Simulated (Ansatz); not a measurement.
Frontier orbitals of `[CH3][In-]([CH3])([OH2+])[Cl]`.

```csv
atom,x (Å),y (Å),z (Å)
C1,0.512,0.971,-1.963
In2,-0.359,0.069,-0.236
C3,-1.111,0.623,1.690
O4,1.439,-1.378,0.474
Cl5,-1.231,-2.129,-0.824
H6,1.599,0.902,-1.888
H7,0.183,0.429,-2.850
H8,0.231,2.021,-2.053
H9,-1.346,-0.279,2.256
H10,-0.384,1.222,2.240
H11,-2.025,1.209,1.581
H12,1.536,-1.501,1.424
H13,0.956,-2.158,0.148
```

The species carries charge 0 and has multiplicity 1. Correlated methods include outer-core shells of In, which these sets cover unevenly. In takes the def2 core potential. The structure was optimised at the PBE0-D4/def2-TZVP level. It is one conformer, not always the lowest. Basis def2-TZVPP, Ansatz.

```json
{"functional": "PBE", "HOMO (eV)": "-6.16", "LUMO (eV)": "-1.10", "gap (eV)": "5.06"}
{"functional": "BLYP", "HOMO (eV)": "-6.00", "LUMO (eV)": "-1.11", "gap (eV)": "4.89"}
{"functional": "r2SCAN", "HOMO (eV)": "-6.42", "LUMO (eV)": "-0.59", "gap (eV)": "5.83"}
{"functional": "PBE0", "HOMO (eV)": "-7.37", "LUMO (eV)": "-0.30", "gap (eV)": "7.07"}
{"functional": "r2SCAN0", "HOMO (eV)": "-7.54", "LUMO (eV)": "0.00", "gap (eV)": "7.54"}
{"functional": "BHLYP", "HOMO (eV)": "-8.43", "LUMO (eV)": "0.30", "gap (eV)": "8.73"}
{"functional": "LC-ωPBE", "HOMO (eV)": "-10.04", "LUMO (eV)": "1.56", "gap (eV)": "11.60"}
{"functional": "ωB97M-V", "HOMO (eV)": "-9.53", "LUMO (eV)": "0.94", "gap (eV)": "10.47"}
```

From PBE to PBE0 the HOMO moves by −1.21 eV and the LUMO by +0.80 eV, and with ωB97M-V by −3.37 and +2.04 eV, so the gap grows from 5.06 to 10.47 eV with exact exchange. A positive LUMO is unbound and depends on the basis.

LC-ωPBE has ω = 0.4 bohr⁻¹.
